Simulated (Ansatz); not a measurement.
Species: C$_{2}$H$_{4}$B$_{2}$, SMILES `BBC#C` (H–B–B–C torsion 91°) (charge 0, multiplicity 1).

Task: Give a relaxed geometry from CAM-B3LYP-D3(BJ)/def2-TZVP (Ansatz, a quantum-chemistry and plane-wave program).

Result: Several could match; the one computed here: the end point of this relaxation, one of several conformers (outside a Z-matrix the atoms follow the SMILES, hydrogens last).
Bonds (Å): B1–B2 1.643, B1–H5 1.194, B1–H6 1.194, B2–C3 1.505, B2–H7 1.196, C3–C4 1.203, C4–H8 1.064. Bond angles (°): B2–B1–H5 121.7, B2–B1–H6 121.7, H5–B1–H6 116.6, B1–B2–C3 123.0, B1–B2–H7 119.4, C3–B2–H7 117.7, B2–C3–C4 178.7, C3–C4–H8 179.5.
